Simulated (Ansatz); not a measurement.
Geometry optimisation, RHF/def2-SVP in Ansatz.

The input (input.yaml):

```yaml
crystal:
  periodic: [false, false, false]
  atoms:
    - { symbol: Zr, position_ang: [0.0, 0.0, 0.0] }
    - { symbol: Cl, position_ang: [0.0, 0.0, 2.52] }
    - { symbol: Cl, position_ang: [2.3764, 0.0, -0.8392] }
    - { symbol: Cl, position_ang: [-1.1869, 2.0563, -0.8392] }
    - { symbol: F, position_ang: [-0.9326, -1.6157, -0.6593] }
basis:
  gaussian: { orbitals: def2-SVP }
hamiltonian:
  xc: hf
relax:
  f_tol: 0.02
  max_steps: 40
```

Command:

```bash
$ ansatz run input.yaml --threads 1 --pin off --max-ram 2048MiB --backend cpu --events-out ev --progress --plain --runs-dir out
```

Q: Where does it end, and by what steps?

A: The forces met the threshold. After 3 steps the energy has fallen by 0.781 eV; Cl3 moved furthest, 0.16 Å.

| step | energy less start (eV) | largest force component (eV/Å) | accepted |
| --- | --- | --- | --- |
| 0 | 0.0000 | 2.324 | yes |
| 1 | -0.7237 | 0.881 | yes |
| 2 | -0.7812 | 0.100 | yes |
| 3 | -0.7815 | 0.020 | yes |

```xyz
5
Properties=species:S:1:pos:R:3
Zr 0.015 0.025 0.011
Cl 0.000 -0.001 2.365
Cl 2.229 -0.001 -0.788
Cl -1.114 1.930 -0.788
F -0.873 -1.513 -0.617
```

The run took 19 s on 1 thread of Intel(R) Xeon(R) Platinum 8259CL CPU @ 2.50GHz (Skylake/Cascade Lake) (shared host), peak memory 0.22 GiB.
